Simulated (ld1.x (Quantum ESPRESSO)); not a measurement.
# silicon, TM: configuration errors across variants

- Element: Si (Z = 14)
- Generator: ld1.x (Quantum ESPRESSO) 7.5
- Type: norm-conserving Troullier–Martins (Kleinman–Bylander form)
- Functional: PBE
- Relativity: non-relativistic
- Frozen core: [Ne]
- Valence charge: 4
- Reference configuration: 3s2 3p2
- Partial waves: 3s (bound): rc 1.25 bohr; 3p (bound): rc 1.95 bohr; 3d channel at 0.3 Ry: rc 2.10 bohr
- Local potential: all-electron potential smoothed inside 1.80 bohr (lloc = -2)
- Core correction: a·sin(br)/r model core, default radius (core density twice the valence density)

All-electron excitation energies from the reference (eV): (1) 3s2 3p1 7.751; (2) 3s2 3p0 23.756; (3) 3s1 3p0 57.658; (4) 3s2 3p2.3 -0.933; (5) 3s2 3p1.5 2.927; (6) 3s1 3p3 6.759; (7) 3s0 3p4 13.664.

A true bound ghost makes a file unfit for plane-wave use even where its test errors are small: the radial tests pick states by their node count and pass the ghost by.

Errors AE − PS in meV (a dash: test not solved or not reliable):

```csv
change,(1),(2),(3),(4),(5),(6),(7),bound ghosts
base,+3.4,+27,+97,+0.1,+0.6,-1.9,-9.6,none
"all radii but the core radius scaled by about 0.79 (s 0.98, p 1.54, d 1.66 bohr); local potential all-electron potential smoothed inside 1.42 bohr (lloc = -2)",+4.6,+31,+87,+0.1,+0.8,+17,+107,s
"all radii but the core radius scaled by about 0.87 (s 1.08, p 1.70, d 1.82 bohr); local potential all-electron potential smoothed inside 1.56 bohr (lloc = -2)",+4.1,+30,+100,+0.1,+0.7,+2.7,+11,none
"all radii but the core radius scaled by about 0.94 (s 1.18, p 1.82, d 1.96 bohr); local potential all-electron potential smoothed inside 1.68 bohr (lloc = -2)",+3.7,+29,+101,+0.1,+0.6,-1.4,-7.6,none
"all radii but the core radius scaled by about 1.10 (s 1.38, p 2.14, d 2.32 bohr); local potential all-electron potential smoothed inside 1.98 bohr (lloc = -2)",+2.8,+21,+82,+0.1,+0.5,-1.4,-6.7,none
"all radii but the core radius scaled by about 1.20 (s 1.50, p 2.34, d 2.52 bohr); local potential all-electron potential smoothed inside 2.16 bohr (lloc = -2)",+1.9,+14,+63,0.0,+0.3,-0.2,-0.7,none
"all radii but the core radius scaled by about 1.29 (s 1.62, p 2.52, d 2.72 bohr); local potential all-electron potential smoothed inside 2.34 bohr (lloc = -2)",+0.5,-0.5,+28,0.0,+0.1,+0.9,+4.7,none
"all radii but the core radius scaled by about 1.37 (s 1.72, p 2.68, d 2.88 bohr); local potential all-electron potential smoothed inside 2.48 bohr (lloc = -2)",-1.6,-15,-8.0,0.0,-0.2,+1.2,+6.8,none
```

(1) Give the same row for: all radii but the core radius scaled by about 1.04 (s 1.30, p 2.02, d 2.18 bohr); local potential all-electron potential smoothed inside 1.86 bohr (lloc = -2).

Answers

(1) +3.3, +25, +92, +0.1, +0.5, -1.8, -8.6; bound ghosts: none.
